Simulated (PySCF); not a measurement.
`InChI=1S/C5H6Cl2/c1-3-5(7)4(2)6/h3H,2H2,1H3/b5-3-`

Geometry:
```tsv
atom	x (Å)	y (Å)	z (Å)
C1	-2.942	-0.372	-0.225
C2	-1.815	0.273	-0.546
Cl3	-1.917	1.654	-1.605
C4	-0.460	-0.071	-0.087
Cl5	-0.385	-1.454	0.973
C6	0.663	0.586	-0.421
C7	2.048	0.276	0.014
H8	-2.906	-1.239	0.435
H9	-3.904	-0.041	-0.617
H10	0.523	1.439	-1.090
H11	2.085	-0.583	0.696
H12	2.686	0.061	-0.859
H13	2.496	1.148	0.519
```

The calculation used PySCF 2.14.0, quadratic response CAM-B3LYP/aug-cc-pVDZ first hyperpolarisability, Taylor convention, gas phase. Geometry: PBE0-D3(BJ)/def2-SVP.

Q: Give the tensor of the second harmonic β(−2ω;ω,ω) at 1907 nm in the axes of these coordinates.

A: In au, Taylor convention; rows are the first index (the induced dipole):
```csv
,xx,yy,zz,xy,xz,yz
x,+196.6,+13.1,+19.8,+3.3,+21.0,+3.2
y,+5.1,+19.4,+6.6,+12.8,+2.7,+0.1
z,+19.7,-0.1,-9.4,+2.5,+19.0,+6.4
```
Norm of βᵢ = ⅓ Σⱼ (βᵢⱼⱼ + βⱼᵢⱼ + βⱼⱼᵢ): 230.9 au, hyper-Rayleigh value 90.0 au.
